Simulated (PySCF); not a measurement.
Scandium: a sound run and one with changed settings

Sound run: Sc [Ar] 3d1 4s2, Sc+ [Ar] 3d1 4s1. Calculation: PySCF 2.14, in aug-cc-pVDZ; no relativity, point nucleus. In the sound run the correlated levels freeze [Ar]. The sound run starts from symmetry-adapted Hartree-Fock orbitals and uses a fine grid where one is needed.

Changed run: basis STO-3G. This setting is unsound on purpose.

```csv
species,method,sound run (hartree),changed run (hartree),converged
Sc,UHF,-759.73804,-751.99361,yes
Sc,MP2,-759.76465,-752.02170,yes
Sc+,UHF,-759.54076,-751.82319,yes
Sc+,MP2,-759.54323,-751.82319,yes
```

Ionisation energy of Sc:

```
 method  sound run (eV)  changed run (eV)
    UHF           5.368             4.637
   TPSS           6.421             6.189
   BP86           6.659             6.489
    MP2           6.025             5.402
SCS-MP2           6.157             5.555
```

A minimal basis cannot let orbitals breathe on ionisation and holds almost no correlation.

For comparison, NIST gives 6.561 eV between the lowest levels.
